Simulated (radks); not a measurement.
Charge is removed step by step from the 6s1/2 level of the osmium ion Os+, starting from [Xe] 4f14 5d6 6s1. Method: Dirac Kohn-Sham, PBE, spin-unpolarised, spherical densities, point nucleus; open shells fill j = l - 1/2 first; computed with a radial shooting solver on a logarithmic mesh with Libxc functionals.

removed (e)  E - E(0) (eV)  eigenvalue (eV)  E minus straight line (eV)
0                    0.000          -13.064                       0.000
0.1                  1.343          -13.801                      -0.340
0.2                  2.760          -14.544                      -0.606
0.3                  4.252          -15.293                      -0.798
0.4                  5.819          -16.048                      -0.914
0.5                  7.462          -16.809                      -0.955
0.6                  9.181          -17.576                      -0.919
0.7                 10.977          -18.349                      -0.806
0.8                 12.851          -19.127                      -0.616
0.9                 14.803          -19.911                      -0.347
1                   16.834          -20.700                       0.000

Removing the whole electron costs 16.834 eV by Delta-SCF, against 13.064 eV from minus the eigenvalue at the starting occupation. Slater's transition state (half an electron removed) gives 16.809 eV. Integrating minus the eigenvalue over the occupation (Janak's theorem) gives 16.834 eV. The mean slope of the eigenvalue, de/dn, is 7.64 eV per electron. Ionisation energy of Os+ in the NIST Atomic Spectra Database: 17 eV (semi-empirical).

Beside tabulated values, note that spin-unpolarised runs miss the spin-polarisation part of the exchange energy of open shells.
